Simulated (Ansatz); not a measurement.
A calculation with Ansatz (development build ahead of 0.2.0).

```yaml
crystal:
  periodic: [false, false, false]
  atoms:
    - { symbol: Cr, position_ang: [0.0, 0.0, 0.0] }
basis:
  gaussian: { orbitals: STO-3G }
magnetization:
  spin_polarized: true
  initial_magnetization: 6
hamiltonian:
  xc: hf
correlation:
  method: mp2
  frozen_orbitals: { Cr: 5 }
```

The input is written out in the form of the current development build from the run's settings.

Results

```json
{
  "Converged": "yes",
  "Reference energy": "-1032.20981 hartree",
  "Correlation energy": "-0.04736 hartree",
  "Total energy": "-1032.25717 hartree",
  "Spin squared of the determinant": "12.000"
}
```
